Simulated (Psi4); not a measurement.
**CH3ClOSn (SMILES C[O][Sn][Cl]): methods side by side**

CH3ClOSn: 7 atoms, total charge 0, spin state singlet. SMILES: `C[O][Sn][Cl]`. Geometry: optimised at PBE0/def2-TZVP. This is one conformer, not always the lowest.

```xyz
7

C     0.0258    0.7230    0.1041
O     0.7431   -0.0948   -0.7860
Sn    0.7121   -2.0290   -1.0874
Cl   -0.9347   -2.6189    0.5388
H    -0.5465    1.4658   -0.4614
H    -0.6674    0.1537    0.7319
H     0.7257    1.2579    0.7546
```

Each level gives the dipole moment (D). The values are calculated.

```csv
level,kind,program,value (D),CPU time
"PBE-D4/def2-TZVPP (density fitting, core potential)",GGA,Psi4,1.73,33 s
"r2SCAN-D4/def2-TZVPP (density fitting, core potential)",meta-GGA,Psi4,1.77,80 s
"B3LYP-D4/def2-TZVPP (density fitting, core potential)",global hybrid,Psi4,1.88,32 s
"PBE0-D4/def2-TZVPP (density fitting, core potential)",global hybrid,Psi4,1.86,36 s
"wB97M-V/def2-TZVPP (density fitting, core potential)",range-separated hybrid,Psi4,1.92,80 s
```

The values span 1.73 to 1.92 D. Magnitudes only. CPU times are rough (shared hosts, several kinds of processor): they show what a rung costs within a factor of a few.
